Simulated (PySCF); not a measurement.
**Nonlinear optical response: SMILES O=CC1=CC=C([O-])[SiH2]1, [C$_{5}$H$_{5}$O$_{2}$Si]-, charge -1**

Geometry:
| atom | x (Å) | y (Å) | z (Å) |
| --- | --- | --- | --- |
| O1 | -3.089 | 0.698 | -0.327 |
| C2 | -2.164 | 1.129 | 0.358 |
| C3 | -0.838 | 0.636 | 0.463 |
| C4 | 0.134 | 1.231 | 1.294 |
| C5 | 1.434 | 0.731 | 1.382 |
| C6 | 1.718 | -0.429 | 0.573 |
| O7 | 2.781 | -1.042 | 0.484 |
| Si8 | 0.016 | -0.792 | -0.345 |
| H9 | -2.344 | 2.041 | 1.010 |
| H10 | -0.149 | 2.117 | 1.886 |
| H11 | 2.204 | 1.177 | 2.020 |
| H12 | -0.520 | -2.163 | -0.032 |
| H13 | 0.151 | -0.738 | -1.842 |

Total charge -1.

Method used: quadratic response CAM-B3LYP/aug-cc-pVDZ first hyperpolarisability, Taylor convention, gas phase (PySCF 2.14.0). Geometry: PBE0-D3(BJ)/def2-SVP.

For a gas-phase anion, states above the detachment energy (about 2.5 eV, taken as minus the energy of the highest occupied orbital) lie in the continuum and depend on the basis.

Question: Give β for the processes computed.

Answer: In 10⁻³⁰ esu, Taylor convention; the vector part is βᵢ = ⅓ Σⱼ (βᵢⱼⱼ + βⱼᵢⱼ + βⱼⱼᵢ):
| process | λ (nm) | β vector norm | β HRS | depolarisation ratio |
| --- | --- | --- | --- | --- |
| static β(0;0,0) | ∞ | 4.28 | 2.12 | 3.22 |
| second harmonic β(−2ω;ω,ω) | 1907 | 4.61 | 2.25 | 3.31 |
| Pockels β(−ω;ω,0) | 1907 | 4.38 | – | – |
| second harmonic β(−2ω;ω,ω) | 1064 | 6.07 | 2.71 | 3.94 |
| Pockels β(−ω;ω,0) | 1064 | 4.63 | – | – |

Question: Which lowest excitations and polarisabilities go with it?

Answer: S1 3.27 eV (f = 0.001); S2 3.30 eV (f = 0.180); S3 3.47 eV (f = 0.002); isotropic α 118.5 au static, 119.6 au at 1907 nm, 122.2 au at 1064 nm, 123.2 au at 953.5 nm, 139.3 au at 532 nm.
